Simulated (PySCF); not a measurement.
Ligand exchange on a metal centre used in film growth or etching (Hf F-OH). Isolated molecules, 0 K electronic values unless said otherwise. One relaxed conformer stands for each flexible species; it need not be the lowest.

Computed with TPSSh-D3(BJ)/def2-TZVP // BP86-D3(BJ)/def2-SVP in PySCF. All candidates: neutral, multiplicity 1. 

```yaml
HOMO–LUMO gap: 9.80 eV
HOMO: -11.01 eV
LUMO: -1.21 eV
```

Q: Identify which member has these values.
A. [Hf(OH)4]
B. [Hf(F)4]
C. [Hf(F)2(OH)2]
D. [Hf(F)(OH)3]

A: B, [Hf(F)4]. The others give [Hf(F)2(OH)2]: 7.95 eV, -8.56 eV, -0.60 eV; [Hf(F)(OH)3]: 7.54 eV, -7.91 eV, -0.36 eV; [Hf(OH)4]: 7.32 eV, -7.46 eV, -0.13 eV
